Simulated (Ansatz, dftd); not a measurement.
System: H2BSO, charge 0, doublet. H2BSO (SMILES OB[S], doublet).
B3LYP-D3(BJ)/def2-TZVP minimum from Ansatz (an electronic-structure program):
```
B
O 1 1.3564
H 2 0.9634 1 115.41
H 1 1.1960 2 118.26 3 -180.00
S 1 1.7914 4 114.88 2 -180.00
```
Charge 0, spin multiplicity 2.

Property: atomisation energy (electronic, to ground-state atoms), in kcal/mol. Radicals and triplets start from unrestricted determinants; spin-orbit coupling is neglected. CBS(X,Y): correlation extrapolated as X^-3, Hartree-Fock from the larger set. A bracket is a step between two methods taken in the basis named. Functionals run without relativity, which enters their misses. 'core' is core correlation in cc-pwCVTZ (1s frozen past Ne), 'X2C' scalar relativity in cc-pVTZ-DK, both at CCSD(T). Where a partner has so few electrons that a lower coupled-cluster level is exact, that level stands in.

Compared with CCSD(T)/CBS(cc-pV(T+d)Z,cc-pV(Q+d)Z) + [CCSDT(Q) - CCSD(T)]/cc-pV(D+d)Z + core + X2C (Ansatz): 429.9 kcal/mol.

### Question
Rank these levels by how close they come to it, closest first: r2SCANh/def2-TZVPD (Ansatz); PBE-D4/def2-TZVPD (Ansatz + dftd4); r2SCANh-D4/def2-TZVPD (Ansatz + dftd4).

### Answer
r2SCANh/def2-TZVPD (431.2 kcal/mol, difference 1.3), r2SCANh-D4/def2-TZVPD (431.6 kcal/mol, difference 1.7), PBE-D4/def2-TZVPD (442.0 kcal/mol, difference 12.1)
